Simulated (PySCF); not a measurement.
Effect of structural changes

Computed, not measured: TDA wB97X-D/def2-TZVPD excited states, vertical, gas phase (PySCF 2.14.0). Geometry: PBE0-D3(BJ)/def2-TZVP.

Each molecule in one low-energy conformer. The parent is FC=C=CF.

Q: How does the vertical S1–T1 gap change along this series?
- FC=C=CF (base)
- FC=C=C(F)[SiH3] (H replaced by SiH3)
- O=CC(F)=C=CF (H replaced by CHO)
- CC(F)=C=CF (H replaced by CH3)
- C#CC(F)=C=CF (H replaced by ethynyl)

A: 
```
       molecule  S1 (eV)                    S1 from  f(S1)  T1 (eV)                    T1 from  S1 − T1 (eV)  S0–T1 spin-orbit coupling (cm⁻¹)  S1–T1 spin-orbit coupling (cm⁻¹)
        FC=C=CF     5.70  HOMO−1→LUMO+1 / HOMO→LUMO  0.003     4.44  HOMO→LUMO+1 / HOMO−1→LUMO          1.26                              0.31                             18.71
FC=C=C(F)[SiH3]     5.32                  HOMO→LUMO  0.003     4.27                HOMO−1→LUMO          1.06                              0.90                             14.50
   O=CC(F)=C=CF     3.75                  HOMO→LUMO  0.000     3.21                  HOMO→LUMO          0.54                             50.23                              0.28
     CC(F)=C=CF     5.69                HOMO→LUMO+1  0.002     4.44                  HOMO→LUMO          1.25                              0.72                             16.43
   C#CC(F)=C=CF     5.04                HOMO−1→LUMO  0.001     3.57                  HOMO→LUMO          1.47                              0.25                              6.69
```
The vertical S1–T1 gap is lowest for O=CC(F)=C=CF and highest for C#CC(F)=C=CF.
